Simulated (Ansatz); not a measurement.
Relaxation of the cluster Cs4 with RKS r2SCAN/def2-TZVP.

```sh
$ ansatz run in.yaml --threads 4 --pin off --events-out ev --progress --plain --max-ram 3916MiB
```

```yaml
crystal:
  periodic: [false, false, false]
  atoms:
    - {symbol: Cs, position_ang: [2.538920, 3.341400, 2.458080]}
    - {symbol: Cs, position_ang: [-1.437080, 1.302910, -0.461640]}
    - {symbol: Cs, position_ang: [1.479290, -1.341060, 0.489160]}
    - {symbol: Cs, position_ang: [-2.581130, -3.303250, -2.485600]}
basis:
  gaussian: {orbitals: def2-TZVP}
hamiltonian: {xc: r2scan}
scf: {lower_state_search: "off"}
output: {orbitals: {seedname: orbitals}}
relax: {f_tol: 0.02, max_steps: 100}
```

Run time 16 s (4 threads of Arm Neoverse V1 on a shared host).

Positions (Å) and forces (eV/Å) at steps 1, 2, 3, 4, 5 of 5:

```xyz
4
step=1 energy=-2193.8022 eV
Cs    2.539    3.341    2.458    0.019    0.034    0.021
Cs   -1.437    1.303   -0.462   -0.277    0.278   -0.083
Cs    1.479   -1.341    0.489    0.268   -0.275    0.078
Cs   -2.581   -3.303   -2.486   -0.010   -0.037   -0.017
4
step=2 energy=-2193.8230 eV
Cs    2.537    3.339    2.456    0.018    0.032    0.020
Cs   -1.457    1.324   -0.467   -0.250    0.252   -0.074
Cs    1.496   -1.361    0.493    0.242   -0.249    0.070
Cs   -2.577   -3.303   -2.483   -0.009   -0.035   -0.016
4
step=3 energy=-2193.9146 eV
Cs    2.567    3.377    2.486   -0.004   -0.003   -0.003
Cs   -1.578    1.481   -0.494   -0.106    0.110   -0.031
Cs    1.585   -1.498    0.504    0.105   -0.106    0.031
Cs   -2.575   -3.360   -2.497    0.005   -0.001    0.003
4
step=4 energy=-2193.9452 eV
Cs    2.502    3.301    2.428    0.004    0.008    0.005
Cs   -1.695    1.642   -0.518   -0.015    0.016   -0.004
Cs    1.687   -1.638    0.522    0.015   -0.017    0.004
Cs   -2.495   -3.304   -2.432   -0.005   -0.007   -0.005
4
step=5 energy=-2193.9460 eV
Cs    2.505    3.311    2.433    0.000    0.002    0.001
Cs   -1.711    1.668   -0.520   -0.001    0.001    0.000
Cs    1.702   -1.664    0.523    0.002   -0.002    0.000
Cs   -2.497   -3.316   -2.436   -0.002   -0.001   -0.001
```

In the def2 sets Cs takes a core potential; there is no spin–orbit coupling. The restricted singlet is unstable: a solution with broken spin symmetry lies lower. At r2SCAN/def2-TZVP a triplet of charge 0 lies 0.07 eV below the restricted singlet, each at its own geometry. The structure comes from a short search, and lower isomers may exist.
